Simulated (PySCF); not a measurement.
A calculated (MN15, PySCF 2.14, aug-cc-pVDZ-X2C, scalar relativity by spin-free X2C-1e) atom or ion has these occupied shells.

```json
{"shell": "1s", "electrons": "2", "orbital energy (eV)": "-15934.1", "rms radius, mean of both spins (bohr)": "0.0450"}
{"shell": "2s", "electrons": "2", "orbital energy (eV)": "-2151.7", "rms radius, mean of both spins (bohr)": "0.187"}
{"shell": "2p", "electrons": "6", "orbital energy (eV)": "-1932.2", "rms radius, mean of both spins (bohr)": "0.166"}
{"shell": "3s", "electrons": "2", "orbital energy (eV)": "-341.13", "rms radius, mean of both spins (bohr)": "0.531"}
{"shell": "3p", "electrons": "6", "orbital energy (eV)": "-270.92", "rms radius, mean of both spins (bohr)": "0.540"}
{"shell": "3d", "electrons": "10", "orbital energy (eV)": "-146.59", "rms radius, mean of both spins (bohr)": "0.548"}
{"shell": "4s", "electrons": "2", "orbital energy (eV)": "-58.374", "rms radius, mean of both spins (bohr)": "1.45"}
{"shell": "4p", "electrons": "6", "orbital energy (eV)": "-39.522", "rms radius, mean of both spins (bohr)": "1.66"}
```

Problem. Name the element and its charge.

Solution. Sr²⁺ (strontium, charge +2), in [Kr], closed-shell 1S.
